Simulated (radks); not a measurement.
Species: Nd2+. Configuration: [Xe] 4f4. Calculated with a radial shooting solver on a logarithmic mesh with Libxc functionals: Dirac Kohn-Sham, BLYP, spin-unpolarised, spherical densities, point nucleus; open shells are shared between the two j in proportion to 2j + 1; speed of light set to 171.295 atomic units (1.25 times the physical value, a model run).

Spin-orbit splittings of the eigenvalues, e(l+1/2) - e(l-1/2), with zeta = 2 splitting/(2l+1) and mean radii in bohr:

shell  occ.  splitting (eV)  zeta (eV)  <r> j=l-1/2  <r> j=l+1/2
2p        6           318.0      212.0      0.08701      0.09104
3p        6           63.25      42.17       0.2615       0.2693
3d       10           14.36      5.742       0.2405       0.2430
4p        6           13.69      9.129       0.6364       0.6542
4d       10           2.544      1.018       0.7032       0.7096
4f        4          0.2733    0.07809        1.056        1.065
5p        6               ?          ?        1.693        1.748

Estimate the 5p splitting.

Answer. 1.857 eV (zeta = 1.238 eV).
